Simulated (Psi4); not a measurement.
Method: SAPT0/jun-cc-pVDZ, frozen core in Psi4.

Psi4 input:

```
molecule {
0 1
F 0.46223925 0.00000000 -0.00000000
H -0.46223925 -0.00000000 0.00000000
--
0 1
C -0.70979552 -0.75633626 -3.10754585
Br -2.14332204 -0.43645236 -1.81364459
H 0.23441558 -0.62788231 -2.59033822
H -0.82122628 -0.03254820 -3.90707989
H -0.82050522 -1.76966599 -3.47694524
units angstrom
symmetry c1
no_reorient
no_com
}
set basis jun-cc-pvdz
set scf_type df
set freeze_core true
energy('sapt0')
```

Part of the output:

```
    SAPT Results
  --------------------------------------------------------------------------------------------------------
    Electrostatics                 -9.42899517 [mEh]      -5.91678380 [kcal/mol]     -24.75582342 [kJ/mol]
      Elst10,r                     -9.42899517 [mEh]      -5.91678380 [kcal/mol]     -24.75582342 [kJ/mol]

    Exchange                        9.20656208 [mEh]       5.77720492 [kcal/mol]      24.17182540 [kJ/mol]
      Exch10                        9.20656208 [mEh]       5.77720492 [kcal/mol]      24.17182540 [kJ/mol]
      Exch10(S^2)                   9.16195018 [mEh]       5.74921054 [kcal/mol]      24.05469690 [kJ/mol]

    Induction                      -2.92001292 [mEh]      -1.83233577 [kcal/mol]      -7.66649285 [kJ/mol]
      Ind20,r                      -6.04120140 [mEh]      -3.79091111 [kcal/mol]     -15.86117208 [kJ/mol]
      Exch-Ind20,r                  4.02572839 [mEh]       2.52618271 [kcal/mol]      10.56954844 [kJ/mol]
      delta HF,r (2)               -0.90453991 [mEh]      -0.56760737 [kcal/mol]      -2.37486922 [kJ/mol]

    Dispersion                     -2.08499122 [mEh]      -1.30835174 [kcal/mol]      -5.47414370 [kJ/mol]
      Disp20                       -2.51995535 [mEh]      -1.58129586 [kcal/mol]      -6.61614186 [kJ/mol]
      Exch-Disp20                   0.43496413 [mEh]       0.27294411 [kcal/mol]       1.14199816 [kJ/mol]
      Disp20 (SS)                  -1.25997768 [mEh]      -0.79064793 [kcal/mol]      -3.30807093 [kJ/mol]
      Disp20 (OS)                  -1.25997768 [mEh]      -0.79064793 [kcal/mol]      -3.30807093 [kJ/mol]
      Exch-Disp20 (SS)              0.24376298 [mEh]       0.15296358 [kcal/mol]       0.63999963 [kJ/mol]
      Exch-Disp20 (OS)              0.19120114 [mEh]       0.11998053 [kcal/mol]       0.50199853 [kJ/mol]

  Total HF                         -3.14244601 [mEh]      -1.97191464 [kcal/mol]      -8.25049087 [kJ/mol]
  Total SAPT0                      -5.22743724 [mEh]      -3.28026639 [kcal/mol]     -13.72463457 [kJ/mol]
```
